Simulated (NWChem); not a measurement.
System: C$_{2}$H$_{4}$BFO$_{2}$; SMILES CC1OB(F)O1

```xyz
10

C     -0.5212    -2.0261     0.0000
C      0.4466    -0.8849     0.0000
O      0.2203     0.0673     1.0484
B      0.0215     0.9313     0.0000
F     -0.2685     2.2065     0.0000
O      0.2203     0.0673    -1.0484
H     -0.3670    -2.6475     0.8938
H     -0.3670    -2.6475    -0.8938
H     -1.5524    -1.6456     0.0000
H      1.5001    -1.2123     0.0000
```
Atoms are numbered in this order, from 1.

All runs: NWChem. Pople sets run with spherical d functions. Geometry: optimised at PBE0/def2-SVP. Level: PBE0/6-31+G*; rows give the wavelength of the field.

```json
[
 {"field": "static", "isotropic polarisability (bohr³)": "39.6", "anisotropy (bohr³)": "13.3"},
 {"field": "1065 nm", "isotropic polarisability (bohr³)": "39.8", "anisotropy (bohr³)": "13.4"},
 {"field": "589 nm", "isotropic polarisability (bohr³)": "40.4", "anisotropy (bohr³)": "13.7"},
 {"field": "400 nm", "isotropic polarisability (bohr³)": "[?]", "anisotropy (bohr³)": "[?]"}
]
```

Q: What belongs in the gaps?

A: 
- 400 nm, isotropic polarisability (bohr³): 41.3
- 400 nm, anisotropy (bohr³): 14.1
